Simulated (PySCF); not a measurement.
# Magnetic susceptibility: `c1n([SiH2]C2CC2)ccn1`, C₆H₁₀N₂Si

Cartesian coordinates in Å; atom numbers follow the order of the lines, from 1:
```xyz
19

C     2.726    0.739   -0.653
C     1.748   -0.079   -1.123
N     1.090   -0.588   -0.029
Si   -0.346   -1.598   -0.024
C    -1.844   -0.458   -0.062
C    -1.802    0.839   -0.829
C    -1.814    0.865    0.660
C     1.722   -0.033    1.044
N     2.695    0.756    0.711
H     3.448    1.317   -1.195
H     1.463   -0.350   -2.119
H    -0.270   -2.365    1.219
H    -0.254   -2.428   -1.225
H    -2.807   -0.956   -0.062
H    -0.884    1.110   -1.330
H    -2.691    1.145   -1.361
H    -2.712    1.189    1.165
H    -0.906    1.153    1.168
H     1.428   -0.248    2.051
```

Computed with GIAO CAM-B3LYP/MINI magnetisability, rotational g tensor and spin-rotation constants, non-relativistic, gas phase in PySCF. Geometry: GFN2-xTB.

(1) What are the magnetisability and the molar susceptibility?

(2) Split it along the inertial axes a, b, c into diamagnetic and paramagnetic parts about the centre of mass, with the quadrupole moment.

(3) And the rotational g tensor?

## Answers

(1) Isotropic -1893 × 10⁻³⁰ J/T², or -114.0 × 10⁻⁶ cm³/mol; principal values -2405, -1712, -1562 × 10⁻³⁰ J/T², anisotropy 778 × 10⁻³⁰ J/T² (root of half the summed squared differences of the principal values). The susceptibility is in cgs units.

(2) 
| axis | χ (10⁻⁶ cm³/mol) | diamagnetic (10⁻⁶ cm³/mol) | paramagnetic (10⁻⁶ cm³/mol) | summed x² of all electrons (Å²) | quadrupole Θ (D Å) |
| --- | --- | --- | --- | --- | --- |
| a | -119.1 | -630.4 | 511.3 | 253.0 | -3.46 |
| b | -128.3 | -1332.8 | 1204.5 | 87.4 | -0.87 |
| c | -94.5 | -1444.1 | 1349.5 | 61.2 | +4.33 |

Anisotropies 2χaa − χbb − χcc = -15.4 and 2χbb − χaa − χcc = -43.0 × 10⁻⁶ cm³/mol. Θ is traceless in Buckingham's convention.

(3) 
| axis | rotational constant (GHz) | g | nuclear part | electronic part |
| --- | --- | --- | --- | --- |
| a | 2.5708 | -0.0122 | 0.6052 | -0.6175 |
| b | 1.0024 | -0.0012 | 0.5661 | -0.5672 |
| c | 0.9120 | -0.0169 | 0.5614 | -0.5782 |

Asymmetric top; isotopes 12C, 1H, 14N, 28Si; no vibrational averaging.
